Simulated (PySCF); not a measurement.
## Gas-phase XPS of (Cl)2Al-S-SiH3, computed

Species: (Cl)2Al-S-SiH3.
Geometry (PBE0-D3(BJ)/def2-SVP, Å), atoms numbered from 1 in this order:
```xyz
8
AlCl2H3SSi angstrom
Al     0.1013   -0.7004    1.6701
Cl     0.3440   -0.8960    3.7298
Cl    -0.1686   -2.4155    0.5060
S      0.1333    1.2580    0.7640
Si    -0.0405    0.7298   -1.3306
H     -0.0839    2.0343   -2.0477
H      1.1418   -0.0578   -1.7812
H     -1.2891   -0.0381   -1.5941
```

Theory: delta-SCF UKS SCAN, pcX-2 on the ionised atom, pcseg-1 elsewhere, spin-free X2C in PySCF 2.14.0. Each binding energy is the total energy of the core-ionised species, with the hole localised on one atom, minus that of the ground state; both are solved self-consistently, so orbital relaxation is included.

What binding energy does each computed site have?

```csv
atom(s),environment,level,binding energy (eV),2p1/2 (eV),count
Cl2/Cl3,chlorine bonded to Al,Cl 1s,2828.74,–,2
S4,sulfur bonded to Al and Si,S 1s,2476.89,–,1
Si5,silicon bonded to S and 3 H,Si 1s,1847.50,–,1
Al1,aluminium bonded to 2 Cl and S,Al 1s,1568.81,–,1
Cl2/Cl3,chlorine bonded to Al,Cl 2p3/2,206.16,207.81,2
S4,sulfur bonded to Al and Si,S 2p3/2,169.13,170.36,1
Si5,silicon bonded to S and 3 H,Si 2p3/2,107.68,108.30,1
```

Which photon energy gives electrons from Cl 1s of Cl2 (atom 2)/Cl3 a kinetic energy of 200 eV, and what is their de Broglie wavelength?

hν = 2828.74 + 200 = 3028.74 eV, recoil neglected; λ = 12.264 Å/√(E/eV) = 0.87 Å.

Topologically equivalent atoms share the value of their first member; where this conformer doesn't relate them by symmetry, their own values could differ. For 2p shells one spin-free hole was relaxed; a mean-field spin–orbit operator and the ground-state splitting of the three 2p orbitals were then diagonalised within the shell. The shell's mean is (2 × 2p3/2 + 2p1/2)/3, and the degeneracies 2j + 1 give areas of 2:1. 2p1/2 minus 2p3/2 (ligand field included): Cl 1.65 eV, S 1.23 eV, Si 0.63 eV. The structure is a single PBE0-D3(BJ)/def2-SVP conformer in the gas phase; no vibrational or solvent corrections.
